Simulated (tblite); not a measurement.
Species: C4H3N2Si (doublet state).
SMILES: `N#CC1=CC=N[SiH]1`

Calculated harmonic vibrations of the isolated species, GFN2-xTB (tblite), most abundant isotopes, no scaling. Against measured fundamentals such values can be off by several per cent, at times by over 20. Modes of hydrogen on silicon can be 10 to 20 % off. Open shells enter through the occupations alone, without spin polarisation, and single modes of such species can be off by tens of per cent.

Harmonic wavenumbers (cm⁻¹): 134.7, 141.2, 307.9, 378.0, 437.3, 455.2, 456.7, 503.3, 508.2, 667.4, 737.2, 777.2, 839.0, 957.8, 1060.4, 1159.9, 1217.4, 1267.0, 1361.9, 1447.1, 2316.4, 2509.7, 3084.3, 3118.3.

A = 5445, B = 1731, C = 1314 MHz; mass 107.007 u (most abundant isotopes); point group Cs, symmetry number 1; spin multiplicity 2.

Q: Zero-point energy?

A: ½Σν̃ = 12922 cm⁻¹ = 36.95 kcal/mol.

Q: Entropy at 298.15 K, 1 bar (ideal gas, RRHO, classical rotation)?

A: Translation 39.95, rotation 27.65, vibration 13.12, spin (R ln 2) 1.38: S = 82.1 cal/(mol K).

Q: And Cp and H(298.15 K) − H(0)?

A: Cp = 25.99 cal/(mol K), of which vibrations give 18.04 (their classical limit is 24 R = 47.7); H(298.15 K) − H(0) = 4.76 kcal/mol without the zero-point energy, 2.40 from vibrations.

Q: Which modes carry the vibrational entropy at 298.15 K?

A: 134.7 cm⁻¹: 2.88; 141.2 cm⁻¹: 2.79; 307.9 cm⁻¹: 1.37; 378.0 cm⁻¹: 1.05; 437.3 cm⁻¹: 0.84; 455.2 cm⁻¹: 0.78 cal/(mol K); the other 18 give 3.42 together.

Q: How do the functions run with temperature in this model?

A: 
```
 T (K)  S (cal/(mol K))  Cp (cal/(mol K))  H − H(0) (kcal/mol)  G − H(0) (kcal/mol)  ln q(vib)
    50             55.2               9.2                 0.41                -2.35       0.04
   100             62.4              12.1                 0.94                -5.30       0.32
373.15             88.4              30.1                 6.87               -26.11       3.60
   500             98.0              35.3                11.04               -37.94       5.41
   750            113.7              42.0                20.78               -64.47       8.86
  1000            126.3              45.9                31.80               -94.52      12.01
```

q(vib) and H(0) count from the zero-point level.

Hindered rotation and anharmonicity are outside this model.

The run took 0.26 s of wall time on one thread, Arm Neoverse V1 (aarch64), shared host with 32 logical CPUs at a one-minute load of 11. The figure is for the frequency step alone.
